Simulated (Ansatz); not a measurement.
Consider the substitution at a C–S bond: `CCS[SiH2]Cl` + `BN` → `BNCC` + `S[SiH2]Cl`.

Computed with Ansatz on PBE0-D4/def2-TZVP structures; ΔE is electronic, products minus reactants. CCSD(T)/CBS adds triple-zeta CCSD(T) − MP2 to the extrapolated MP2 energy (def2 sets, frozen cores). This one scheme is used for every species. Each species was taken in one conformer, which may not be the lowest.

`CCS[SiH2]Cl`:

Cartesian coordinates in Å:
```
C -0.520 1.239 -0.988
C -0.322 -0.256 -1.114
S 1.265 -0.857 -0.430
Si 0.865 -0.812 1.639
Cl -0.725 -2.025 2.137
H -1.459 1.533 -1.465
H 0.294 1.784 -1.468
H -0.564 1.551 0.057
H -0.288 -0.560 -2.162
H -1.132 -0.816 -0.643
H 0.496 0.535 2.134
H 2.088 -1.315 2.302
```

`BN`:

Cartesian coordinates in Å:
```
B 0.611 0.088 -0.292
N -0.628 -0.091 0.301
H 1.089 -0.812 -0.920
H 1.171 1.138 -0.161
H -1.088 0.622 0.841
H -1.154 -0.945 0.232
```

`BNCC`:

```xyz
12

B    -1.552   -0.537   -1.157
N    -0.928    0.074   -0.084
C     0.278   -0.361    0.589
C     1.410    0.643    0.467
H    -2.542   -0.039   -1.611
H    -1.085   -1.548   -1.601
H    -1.312    0.930    0.289
H     0.569   -1.316    0.148
H     0.064   -0.549    1.648
H     1.129    1.608    0.898
H     2.299    0.290    0.994
H     1.670    0.805   -0.581
```

`S[SiH2]Cl`:

Z-matrix (Å, degrees):
```
Si
Cl 1 2.054
S 1 2.120 2 112.9
H 1 1.478 2 108.5 3 -116.6
H 1 1.479 2 106.5 3 122.3
H 3 1.344 1 94.3 2 70.4
```

| species | CCSD(T)/CBS(def2) energy (Eh) |
| --- | --- |
| `CCS[SiH2]Cl` | -1227.02958 |
| `BN` | -81.93499 |
| `BNCC` | -160.44809 |
| `S[SiH2]Cl` | -1148.50980 |

(1) Work out ΔE.

Largest T1 diagnostic among the species: 0.012.

## Answers

(1) ΔE = (-160.44809) + (-1148.50980) − (-1227.02958) − (-81.93499) = 0.00668 Eh = +17.5 kJ/mol.

The D4 term adds +7.4 kJ/mol with B3LYP and +4.2 kJ/mol with PBE0; it sums over pairs of atoms, weighted by their polarisabilities, and B3LYP, whose exchange is more repulsive, gets the larger term. In def2-TZVPP, CCSD(T) changes the Hartree–Fock value by +7.0 kJ/mol (the triples alone add +2.3 kJ/mol) and MP2 by +12.6 kJ/mol.

B3LYP here is the variant with VWN-RPA as its local correlation; programs differ in this.
